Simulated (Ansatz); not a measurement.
Two members of one family (Series closo-B6H4X2), computed with Ansatz in the gas phase. A dash marks a value that wasn't run or was left out as unsound. The structures are stationary points that may keep the symmetry of their start. Remarks come from the PBE and PBE0 runs and from stability tests at other levels; not every state was tested. A HOMO above zero means that the electron is unbound at that level and held by the basis, or that self-interaction error raises the level; the energy of removing that electron tells which.

First: [closo-1,2-(F)2B6H4]2- (singlet, charge -2, PBE-D4/def2-SVPD geometry).

```xyz
12

B    -0.371    1.006   -0.550
B     0.031    0.591    1.096
B     1.159    0.269   -0.197
B     0.347   -1.051    0.576
B    -1.188   -0.311    0.221
B    -0.054   -0.628   -1.075
F    -0.777    2.218   -1.214
H     0.078    1.198    2.167
F     2.531    0.623   -0.450
H     0.700   -2.083    1.141
H    -2.361   -0.607    0.434
H    -0.094   -1.225   -2.151
```

| level | HOMO (eV) | vertical IE (eV) |
| --- | --- | --- |
| PBE-D4/def2-SVPD | 4.13 | – |
| PBE-D4/def2-TZVPD | 4.12 | -1.50 |
| r2SCAN-D4/def2-TZVPD | 4.03 | – |
| PBE0-D4/def2-SVPD | 3.13 | – |
| PBE0-D4/def2-TZVPD | 3.15 | -1.43 |

Remarks: HOMO above zero at PBE or PBE0.

Second: [closo-1,2-(Cl)2B6H4]2- (singlet, charge -2, PBE-D4/def2-SVPD geometry).

```csv
atom,x (Å),y (Å),z (Å)
B1,0.776,0.854,-0.039
B2,-0.210,0.061,-1.230
B3,-0.906,0.674,0.239
B4,-0.774,-1.028,0.019
B5,0.934,-0.845,-0.264
B6,0.224,-0.221,1.209
Cl7,1.957,2.324,-0.079
H8,-0.424,0.221,-2.424
Cl9,-2.314,1.868,0.628
H10,-1.557,-1.968,0.049
H11,1.861,-1.602,-0.516
H12,0.435,-0.339,2.408
```

Problem. What does the change do? Estimate second minus first.

Solution. 
```
               level  Δ HOMO (eV)  Δ vertical IE (eV)
    PBE-D4/def2-SVPD        -0.93                   –
   PBE-D4/def2-TZVPD        -0.92                0.72
r2SCAN-D4/def2-TZVPD        -0.92                   –
   PBE0-D4/def2-SVPD        -0.90                   –
  PBE0-D4/def2-TZVPD        -0.89                0.75
```

Remarks: HOMO above zero at PBE or PBE0.
